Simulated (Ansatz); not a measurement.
Compare A (`B[SiH](N)F`) with its isomer B (`FBN[SiH3]`).

Program: Ansatz. Geometries: PBE0-D4/def2-TZVP. ΔE: electronic, gas phase. CCSD(T)/CBS is the MP2 limit (def2-TZVPP, def2-QZVPP) plus CCSD(T) − MP2 in def2-TZVPP, frozen cores. Functionals use def2-TZVPP. B3LYP here is the variant with VWN-RPA as its local correlation; programs differ in this. Each species was taken in one conformer, which may not be the lowest.

(1) Which is lower in electronic energy at CCSD(T)/CBS, and by how much? (An estimate is asked.)

(2) Give E(B) − E(A) in kJ/mol with MP2/def2-TZVPP, CCSD/def2-TZVPP, ωB97M-V, r2SCAN-D4, B3LYP, PBE-D4, CCSD(T)/def2-SVP. (Estimate.)

(3) Does the order hold for the free energy at 298.15 K (harmonic terms from PBE0-D4)? (An estimate is asked.)

Largest T1 diagnostic: 0.012.

Results:

(1) Computed: B, by 147.7 kJ/mol.

(2) Ansatz gave: MP2/def2-TZVPP -156.6, CCSD/def2-TZVPP -152.1, ωB97M-V -155.2, r2SCAN-D4 -153.9, B3LYP -154.0, PBE-D4 -151.2, CCSD(T)/def2-SVP -197.7. None reverses the order clearly.

(3) The calculation gave: Yes: G(B) − G(A) = -148.5 kJ/mol, for one conformer each.

At CCSD(T), def2-SVP lies −50.0 kJ/mol from the extrapolated value and def2-TZVPP −6.1 kJ/mol. Leaving LDA and LC-ωPBE aside and taking each functional with its dispersion term where it has one, the values, not all of them listed here, spread over 7.5 kJ/mol, from CAM-B3LYP-D4 to revPBE-D4. LDA lies −14.8 kJ/mol from PBE without D4.
